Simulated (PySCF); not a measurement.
WO₂Cl₂, SMILES [O]=[W](=[O])([Cl])[Cl], multiplicity 1.

Geometry: B3LYP-D3(BJ)/def2-SVP. The multiplicity is an assumed one; no other spin state was optimised. The isomer is the one that the SMILES or the coordinates give; other isomers of the formula were not compared. The def2 effective core potentials stand for the cores of W; spin–orbit coupling is left out.

Two levels are set side by side: PBE/def2-TZVP (PySCF) and ωB97X/def2-TZVP (PySCF). Same geometry, gas phase. Differences are taken from unrounded values.

```json
[
 {"quantity": "orbital gap (eV)", "ωB97X": "10.77", "PBE": "4.03", "PBE minus ωB97X": "-6.74"},
 {"quantity": "highest occupied level (eV)", "ωB97X": "-12.21", "PBE": "-8.13", "PBE minus ωB97X": "4.08"},
 {"quantity": "lowest empty level (eV)", "ωB97X": "-1.44", "PBE": "-4.10", "PBE minus ωB97X": "-2.66"},
 {"quantity": "dipole moment (D)", "ωB97X": "1.84", "PBE": "1.77", "PBE minus ωB97X": "-0.07"},
 {"quantity": "mean polarisability (bohr³)", "ωB97X": "65.0", "PBE": "68.1", "PBE minus ωB97X": "3.1"}
]
```

PBE's occupied levels lie high since its potential decays too fast outside the molecule; exact exchange lowers them and widens the gap. Loosely held outer electrons make PBE densities more polarisable. Differences between two approximate levels are no errors against the true value.

Rough cost on one machine, each run with all the roots and properties that it gave: ωB97X against PBE within a factor of 2.
